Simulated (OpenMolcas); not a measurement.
**Levels of Pd2+ by method**

* Program: OpenMolcas 26.06
* Basis: ANO-RCC-VTZP [7s6p4d2f1g]
* Scalar Hamiltonian: DKH2, point nucleus
* Active space: 8 electrons in 6 orbitals (4d 5s)
* State averaging: 2S+1 = 3 even, 55 roots; 2S+1 = 5 even, 10 roots kept (CI in the orbitals of an earlier block); 2S+1 = 1 even, 43 roots kept (CI in the orbitals of an earlier block)
* Spin-orbit coupling: RASSI with atomic mean-field integrals over the reference wave functions, term energies averaged over their components

Methods on the same reference wave functions:
A. CASSCF
B. SS-CASPT2, IPEA 0.25 Eh, imaginary shift 0.1 Eh (closed shells correlated: 4s 4p)
C. MS-CASPT2, IPEA 0.25 Eh, imaginary shift 0.1 Eh (closed shells correlated: 4s 4p)
D. XMS-CASPT2, IPEA 0.25 Eh, imaginary shift 0.1 Eh (closed shells correlated: 4s 4p)

Energies in cm⁻¹ above 4d⁸ ³F₄, the measured ground level; measured values from Moore, Atomic Energy Levels, vol. III, NSRDS-NBS 35 (1971 reprint of NBS Circular 467, 1958).

```json
{"Level": "4d⁸ ³F₄", "A": "0.0", "B": "0.0", "C": "0.0", "D": "0.0", "Measured": "0.0"}
{"Level": "4d⁸ ³F₃", "A": "3297", "B": "3320", "C": "3320", "D": "3320", "Measured": "3230"}
{"Level": "4d⁸ ³F₂", "A": "5044", "B": "4720", "C": "4720", "D": "4860", "Measured": "4687"}
{"Level": "4d⁸ ³P₁", "A": "17536", "B": "13540", "C": "13500", "D": "13680", "Measured": "13470"}
{"Level": "4d⁸ ³P₀", "A": "17881", "B": "13790", "C": "13750", "D": "13950", "Measured": "13699"}
{"Level": "4d⁸ ¹G₄", "A": "22041", "B": "18230", "C": "18210", "D": "18680", "Measured": "17880"}
{"Level": "4d⁷ 5s ⁵F₅", "A": "48928", "B": "54900", "C": "54900", "D": "56450", "Measured": "52916"}
{"Level": "4d⁷ 5s ⁵F₄", "A": "50991", "B": "56950", "C": "56950", "D": "58500", "Measured": "55089"}
{"Level": "4d⁸ ¹S₀", "A": "51902", "B": "41830", "C": "41840", "D": "43200", "Measured": ""}
{"Level": "4d⁷ 5s ⁵F₃", "A": "52581", "B": "58540", "C": "58550", "D": "60090", "Measured": "56742"}
{"Level": "4d⁷ 5s ⁵F₂", "A": "53678", "B": "59620", "C": "59630", "D": "61170", "Measured": "57845"}
{"Level": "4d⁷ 5s ⁵F₁", "A": "54364", "B": "60290", "C": "60290", "D": "61850", "Measured": "58527"}
{"Level": "4d⁷ 5s ³F₄(1)", "A": "59894", "B": "63850", "C": "63860", "D": "66370", "Measured": ""}
{"Level": "4d⁷ 5s ³F₃(1)", "A": "62678", "B": "66620", "C": "66620", "D": "69090", "Measured": ""}
{"Level": "4d⁷ 5s ⁵P₃", "A": "65423", "B": "68090", "C": "68090", "D": "69430", "Measured": "65708"}
{"Level": "4d⁷ 5s ⁵P₁", "A": "66933", "B": "69480", "C": "69480", "D": "70900", "Measured": "67151"}
```

Deviations, from unrounded energies. A percentage is the sum of absolute deviations over the sum of measured energies, with the sign that they share, or ± where signs differ.

```csv
Against measurement,Levels,A,B,C,D
mean absolute deviation (cm-1),12,2800,1200,1200,2200
fine structure of the ground term (%),2,+5.4,+1.6,+1.6,+3.3
other terms of the ground configuration (%),3,+27.5,+1.1,+0.9,+2.8
other configurations (%),7,-5.1,+3.4,+3.4,+5.9
```

B, C lie about equally close to measurement and A furthest from it. The largest miss of C in the table is 4d⁷ 5s ⁵P₃, by +2400 cm-1. The ranking rests on the paired levels alone, and a cruder setting can come out closer through cancelling errors.

Among B to D the level of the table that moves most is 4d⁷ 5s ³F₄(1), by 2500 cm-1 (lowest in B, highest in D). Moves below CASPT2's spread within the term are not significant.

The mean deviations of B to D differ by less than CASPT2's widest spread within a term (1500 cm-1), so their order carries little weight.

From A to B the spin-free energies of the other terms of 4d⁸ shown, above ³F, scale by factors of 0.72 to 0.80, as is usual when dynamic correlation screens the repulsion within a d or f shell.

The lowest spin-free term lies below A's lowest term by 0.529 hartree in B, 0.529 hartree in C, 0.545 hartree in D.

CASPT2 does not keep the components of a term degenerate, so their means are used; among the terms shown or strongly mixed into the levels shown the widest spread is 1500 cm-1 (4d⁸ ¹G, C). Terms from blocks run as CI alone lack orbitals of their own. A single d shell beside an s shell can misplace configurations of different d count against each other. Without dynamic correlation excited terms often stand tens of per cent too high (terms of higher spin than the ground term too low), and those without a measured partner can miss by more than the paired ones (holds for A). The CASPT2 spread within a term exceeds the gap to the next term for 4d⁸ ¹D and 4d⁸ ³P, so the order of their levels is uncertain, and so are names and mixing where such terms share a J (holds for D). Computed and measured levels are paired by configuration, term and J; levels that our copy of the source lacks, or whose pairing is in doubt (as where it misses far off the trend of its configuration), stay unpaired and out of the deviations. Only configurations of the active space appear. Levels that lie high or do not pair safely by name in every column are left out.

A number in round brackets counts repeated terms of one configuration in the order of the reference energies.
